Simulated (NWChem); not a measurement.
Molecule: B3H2O3, doublet; SMILES [B]1OBOBO1

```xyz
8

B      0.0000     0.0000     1.4355
O     -1.1988     0.0000     0.7650
B     -1.2026     0.0000    -0.6234
O      0.0000     0.0000    -1.3030
B      1.2026     0.0000    -0.6234
O      1.1988     0.0000     0.7650
H     -2.2491     0.0000    -1.2284
H      2.2491     0.0000    -1.2284
```
Atoms are numbered in this order, from 1.

Program: NWChem. Spin-unrestricted. In the optimisation the excess spin sits in a1 (C2v, its own frame). Coordinates come from a PBE-D3(BJ)/def2-SVP, spin-unrestricted optimisation. No stability test was run on the SCF state. Vzz is the largest principal value of the second derivative of the potential at the nucleus (NWChem prints the opposite sign); η is the asymmetry. Non-relativistic.

For level UHF/def2-SVP:

* **Vzz B1 (a.u.)**: 0.371
* **Vzz O6 (a.u.)**: 0.821
* **Vzz O4 (a.u.)**: 0.809
* **η O4**: 0.91

Problem. What are these values for level B3LYP/def2-TZVP?

Solution. 
| Property | Result |
|---|---|
| Vzz B1 (a.u.) | 0.351 |
| Vzz O6 (a.u.) | -0.802 |
| Vzz O4 (a.u.) | -0.818 |
| η O4 | 0.68 |
